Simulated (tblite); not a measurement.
Parent: `[CH3:1][O:2][Si@H:3]([NH2:4])[OH:5]` with C1–O2–Si3–N4 169°, O2–Si3–N4–H -68° and 64°, O2–Si3–O5–H 170°, CH7NO2Si.

Computed geometry: GFN2-xTB, gas phase. One conformer each, not checked by frequencies here.

| coordinate of the parent | value |
| --- | --- |
| C1–O2 | 1.398 Å |
| O2–Si3 | 1.622 Å |
| Si3–N4 | 1.721 Å |
| Si3–O5 | 1.631 Å |
| C1–O2–Si3 | 127.8° |
| O2–Si3–N4 | 110.5° |
| O2–Si3–O5 | 107.0° |
| N4–Si3–O5 | 109.8° |

Task: In one relative the bonds that all share with the parent change as follows (parent's numbers): C1–O2 0.000, O2–Si3 -0.007, Si3–N4 +0.013, Si3–O5 -0.004 Å. Which is it?
A. `[CH3:1][O:2][Si@:3]([NH2:4])([OH:5])[CH:6]([CH3:7])[CH3:8]` with C1–O2–Si3–N4 -59°, O2–Si3–N4–H -47° and -179°, O2–Si3–O5–H -33°, O2–Si3–C6–C7 59°
B. `[CH3:1][O:2][Si@@:3]([NH2:4])([OH:5])[N:6]([SiH3:7])[SiH3:8]` with C1–O2–Si3–N4 -62°, O2–Si3–N4–H 177° and -51°, O2–Si3–O5–H 170°, O2–Si3–N6–Si7 -167°

Result: B. The changes in all of them (Å):

```csv
SMILES,C1–O2,O2–Si3,Si3–N4,Si3–O5
CO[Si@@](N)(O)N([SiH3])[SiH3],0.000,-0.007,+0.013,-0.004
CO[Si@](N)(O)C(C)C,0.000,+0.014,+0.006,+0.002
```

Atoms are paired thus: CO[Si@@](N)(O)N([SiH3])[SiH3]: C1 = C1, O2 = O2, Si3 = Si3, N4 = N4, O5 = O5; CO[Si@](N)(O)C(C)C: C1 = C1, O2 = O2, Si3 = Si3, N4 = N4, O5 = O5.
